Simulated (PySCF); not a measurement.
**SbSI, singlet: molecular constants**

Computed with PySCF, PBE0, basis Sb def2-TZVP with ECP28, S def2-TZVP, I def2-TZVP with ECP28 (scalar-relativistic core potentials, no spin–orbit coupling, density fitting).

The structure is a minimum.

* Point group: Cs
* Bond lengths: Sb–I 2.739 Å, Sb–S 2.200 Å
* Bond angles: I–Sb–S 106.9°
* Lowest empty level: -3.84 eV
* Rotational symmetry number: 1
* Highest occupied level: -7.20 eV
* Dipole moment: 2.39 D
* Entropy at 298.15 K and 1 bar: 326.2 J/(mol K)
* Rotational constants: 0.1773, 0.02749, 0.0238 cm⁻¹
* Atomisation energy without zero-point energy: 583 kJ/mol
* Enthalpy at 298.15 K above 0 K: 13.88 kJ/mol
* Principal quadrupole moments (Buckingham, traceless) about the centre of mass: -8.22, 3.32, 4.90 D Å
* Principal polarisabilities: 55.9, 82.0, 140.1 bohr³
* Zero-point energy: 4.8 kJ/mol
* Heat capacity Cp at 298.15 K: 54.3 J/(mol K)

Harmonic modes (masses in u: Sb 120.904, S 31.972, I 126.904):
```tsv
symmetry	ω (cm⁻¹)	IR (km/mol)	μ (u)	type
a'	109	0.8	43.02	bend
a'	194	31.6	117.40	stretch
a'	505	45.6	37.67	stretch
```

Charges (e):
```json
{"atom": "Sb1", "Mulliken": "0.60", "Löwdin": "0.10", "polar tensor": "0.96", "Mayer order to Sb1": "–"}
{"atom": "S2", "Mulliken": "-0.39", "Löwdin": "-0.07", "polar tensor": "-0.47", "Mayer order to Sb1": "2.08"}
{"atom": "I3", "Mulliken": "-0.21", "Löwdin": "-0.03", "polar tensor": "-0.49", "Mayer order to Sb1": "1.08"}
```

Mulliken populations on Sb1 (electrons outside its core potential): s 3.85, p 8.28, d 10.23, f 0.04.

Counting electrons, antimony keeps 2 of its valence electrons outside its bonds, so the VSEPR class is AX2E1 and the expected shape is bent; with unlike ligands the computed point group is Cs.

This need not be the most stable arrangement of these atoms.

The final relaxation and frequency run took 44 s on 4 threads of a shared Arm Neoverse V2 host, with 137 basis functions and 15 gradients; the process peaked at 1.1 GiB.
